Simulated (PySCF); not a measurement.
# NMR parameters of BeMe(vinyl)

BeMe(vinyl), C3H6Be, point group C1.

Geometry:
```
atom   x (Å)   y (Å)   z (Å)
 Be1  -0.087  -0.332   0.386
  C2  -0.085  -0.313   2.063
  H3  -0.747   0.469   2.478
  H4   0.921  -0.133   2.483
  H5  -0.434  -1.274   2.483
  C6  -0.091  -0.345  -1.290
  C7   0.200   0.740  -2.030
  H8  -0.335  -1.251  -1.867
  H9   0.460   1.706  -1.578
 H10   0.197   0.733  -3.129
```

GIAO calculations in PySCF 2.14 on the PBE0-D3(BJ)/def2-SVP structure: isolated species, non-relativistic, equivalent atoms averaged; basis pcSseg-1.

Task: Give the isotropic shieldings (ppm) with PBE0, wB97X-D.

Result: 
| atoms | environment | PBE0 | wB97X-D |
| --- | --- | --- | --- |
| C7 | carbon bonded to C, 2 H | 32.7 | 32.4 |
| C6 | carbon bonded to C, Be, H | 34.7 | 35.4 |
| C2 | carbon bonded to Be, 3 H | 197.3 | 198.4 |
| Be1 | Be bonded to 2 C | 81 | 84 |
| H9/H10 | hydrogen on a carbon bonded to C | 24.77 | 24.93 |
| H8 | hydrogen on a carbon bonded to C, Be | 24.93 | 25.11 |
| H3/H4/H5 | hydrogen on a carbon bonded to Be | 31.73 | 31.86 |
| HOMO–LUMO gap (eV) | – | 7.03 | 10.71 |

Task: And the chemical shifts, against references computed in the same way?

Result: 
| atoms | nucleus, reference | PBE0 | wB97X-D |
| --- | --- | --- | --- |
| C7 | ¹³C, TMS | 151.7 | 152.1 |
| C6 | ¹³C, TMS | 149.8 | 149.1 |
| C2 | ¹³C, TMS | -12.9 | -13.9 |
| H9/H10 | ¹H, TMS | 6.50 | 6.45 |
| H8 | ¹H, TMS | 6.34 | 6.27 |
| H3/H4/H5 | ¹H, TMS | -0.46 | -0.48 |

Task: Which part of the shielding of C7 depends on the functional?

Result: Diamagnetic: PBE0 254, wB97X-D 254 ppm; paramagnetic: PBE0 -221, wB97X-D -221 ppm. The diamagnetic part, set mainly by inner electrons, hardly moves; the paramagnetic part goes with low-lying magnetically allowed excitations and carries the spread.

Task: What couplings does B3LYP/pcJ-1 (without the spin–dipole term) give?

Result: ¹J(C7,H9) = 163.6, ¹J(C6,H8) = 136.7, ¹J(C2,H3) = 120.8, ¹J(C6,C7) = 57.8, ²J(H3,H4) = -16.5, ²J(C7,H8) = -9.6, ²J(C2,C6) = 9.4, ²J(H9,H10) = 5.1, ³J(H8,H9) = 21.9 Hz (averaged over equivalent pairs; isotopes ¹³C, ¹H).
